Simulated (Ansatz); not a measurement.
An input meant for Ga(OH)3 (GaO3H3) (charge 0, singlet; atoms displaced at random, 0.15 Å in each coordinate).

```yaml
crystal:
  periodic: [false, false, false]
  atoms:
    - {symbol: Ga, position_ang: [-0.019793, 0.104169, -0.050555]}
    - {symbol: O, position_ang: [1.877403, 0.292235, 0.349742]}
    - {symbol: H, position_ang: [2.161339, -0.250019, 0.530719]}
    - {symbol: O, position_ang: [-1.081930, 1.187541, 0.031986]}
    - {symbol: H, position_ang: [-1.096310, 2.029215, 0.260743]}
    - {symbol: O, position_ang: [-0.384263, -1.842977, -0.712032]}
    - {symbol: H, position_ang: [-1.453504, -1.759206, -0.775805]}
basis:
  gaussian: {orbitals: def2-SVP, fitting: {mean_field: def2-universal-jkfit}}
hamiltonian: {xc: {name: B2PLYP}, dispersion: d2}
scf: {lower_state_search: full}
output: {forces: true}
```

```sh
$ ansatz run in.yaml --threads 4 --pin off --events-out ev --progress --plain --max-ram 3916MiB
```

Problem. Predict how Ansatz answers.

Solution. The program refused the input. The program holds no damping parameters for this pairing of functional and dispersion term, so they'd have to be typed.
```
Error: YAML parse error: error: line 13 column 47: hamiltonian.dispersion: `d2` is not `none`, `rvv10`, `d3bj`, `d3bjatm`, `d4` or a map `{method: …, s8: …, a1: …, a2_bohr: …}` (numbers without units, a2 in bohr) or `{method: …, functional: …}`
11 | basis:
12 |   gaussian: {orbitals: def2-SVP, fitting: {mean_field: def2-universal-jkfit}}
13 | hamiltonian: {xc: {name: B2PLYP}, dispersion: d2}
14 | scf: {lower_state_search: full}
15 | output: {forces: true}
```
